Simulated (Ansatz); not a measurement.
Geometry optimisation, UKS r2SCANh-D4/def2-SVP (Ansatz 0.2.0).

The input (input.yaml):

```yaml
crystal:
  periodic: [false, false, false]
  atoms:
    - { symbol: Ge, position_ang: [0.0, 0.0, 0.0] }
    - { symbol: H, position_ang: [0.0, 0.0, 1.8] }
    - { symbol: Cl, position_ang: [2.0935, 0.0, -0.7393] }
    - { symbol: H, position_ang: [-0.73, 1.2648, -0.5162] }
    - { symbol: H, position_ang: [-0.73, -1.2648, -0.5162] }
    - { symbol: O, position_ang: [0.0, 0.0, 3.11] }
    - { symbol: H, position_ang: [-0.5144, -0.8011, 3.4471] }
magnetization:
  spin_polarized: true
  initial_magnetization: 1
basis:
  gaussian: { orbitals: def2-SVP }
hamiltonian:
  xc: r2scanh
  dispersion: d4
relax:
  f_tol: 0.15
  max_steps: 25
  restrain:
    - { distance: [1, 5], at: 2.21, k: 30.0 }
    - { distance: [0, 1], at: 1.55, k: 30.0 }
```

Launched with:

```bash
$ ansatz run input.yaml --threads 4 --pin off --max-ram 5120MiB --backend cpu --events-out ev --progress --plain --runs-dir out
```

Q: Where does it end, and by what steps?

A: It converged. The restraints hold the end off the free minimum; the threshold counts their pulls, which the force column leaves out. Restrained pairs: H2–O6 (1.31 → 2.20 Å), Ge1–H2 (1.80 → 1.55 Å). The force dipped under the threshold on the way, but the program's further checks kept it going. After 21 steps the energy has risen by 0.019 eV (the restraints' own energy left out); H2 moved furthest, 1.13 Å.

| step | energy less start (eV) | largest force component (eV/Å) | accepted |
| --- | --- | --- | --- |
| 0 | 0.0000 | 2.109 | yes |
| 1 | 0.2233 | 0.693 | yes |
| 2 | 0.2846 | 1.199 | yes |
| 3 | 0.2484 | 0.378 | yes |
| 4 | 0.2421 | 0.709 | yes |
| 5 | 0.2334 | 0.275 | yes |
| 6 | 0.2184 | 0.207 | yes |
| 7 | 0.2494 | 1.692 | no |
| 8 | 0.2164 | 0.348 | yes |
| 9 | 0.2061 | 0.202 | yes |
| 10 | 0.1937 | 0.362 | yes |
| 11 | 0.1552 | 0.275 | yes |
| 12 | 0.1390 | 0.788 | no |
| 13 | 0.1347 | 0.253 | yes |
| 14 | 0.1190 | 0.302 | yes |
| 15 | 0.0943 | 0.422 | yes |
| 16 | 0.0599 | 0.219 | yes |
| 17 | 0.0467 | 0.189 | yes |
| 18 | 0.0368 | 0.136 | yes |
| 19 | 0.0327 | 0.465 | no |
| 20 | 0.0215 | 0.145 | yes |
| 21 | 0.0192 | 0.186 | yes |

```xyz
7
Properties=species:S:1:pos:R:3
Ge 0.162 -0.021 0.338
H 1.097 0.117 1.569
Cl 1.583 0.008 -1.330
H -0.754 1.177 0.134
H -0.518 -1.382 0.236
O -0.857 0.061 2.590
H -0.594 -0.761 3.048
```

Run time: 2.8 min on 4 threads of Arm Neoverse V1, on a shared host, peak memory 0.33 GiB.
